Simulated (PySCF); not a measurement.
Species: C₇H₉F.
Numbering: `[CH2:1]=[C:2]1[CH2:3][C@H:4]([CH3:5])/[C:6]1=[CH:7]\[F:8]` (hydrogens: H9, H10 on C1; H11, H12 on C3; H13 on C4; H14, H15, H16 on C5; H17 on C7)

The geometry is computed with GFN2-xTB (gas phase).

Problem. Give the optimised bond lengths and angles.

Solution. 
| bond | length (bohr) | order |
| --- | --- | --- |
| C1=C2 | 2.500 | double |
| C2–C3 | 2.854 | single |
| C3–C4 | 2.927 | single |
| C4–C5 | 2.872 | single |
| C4–C6 | 2.861 | single |
| C6=C7 | 2.499 | double |
| C7–F8 | 2.547 | single |
| C2–C6 | 2.758 | single |
| C1–H9 | 2.034 | single |
| C1–H10 | 2.035 | single |
| C3–H11 | 2.057 | single |
| C3–H12 | 2.058 | single |
| C4–H13 | 2.064 | single |
| C5–H14, C5–H15, C5–H16 | 2.056 | single |
| C7–H17 | 2.041 | single |

Bonds in one row agree within 0.02 bohr and their mean is given. Orders are formal, as drawn. A selection of angles:
| angle | degrees |
| --- | --- |
| C1–C2–C3 | 134.0 |
| C1–C2–C6 | 134.5 |
| C3–C2–C6 | 91.5 |
| C2–C3–C4 | 88.6 |
| C3–C4–C5 | 116.1 |
| C3–C4–C6 | 88.0 |
| C5–C4–C6 | 115.2 |
| C4–C6–C7 | 134.5 |
| C2–C6–C4 | 91.9 |
| C2–C6–C7 | 133.6 |
| C6–C7–F8 | 122.1 |

Torsions: C1–C2–C3–C4 179° (antiperiplanar); C2–C3–C4–C5 118° (anticlinal); C3–C4–C6–C7 178° (antiperiplanar); C4–C6–C7–F8 1° (synperiplanar); C1–C2–C6–C4 -179° (antiperiplanar).

The C–C distances run from 1.323 Å (C6=C7, drawn double) to 1.549 Å (C3–C4, drawn single), a spread of 0.226 Å. The 4-membered ring C2–C3–C4–C6 has internal angles of 88.0° to 91.9°; it is planar, 0.00 Å rms from its mean plane, widest ring torsion 1°.

Point group: C1 (no symmetry element, even within 0.4 Å). Stationary, but not proved a minimum.
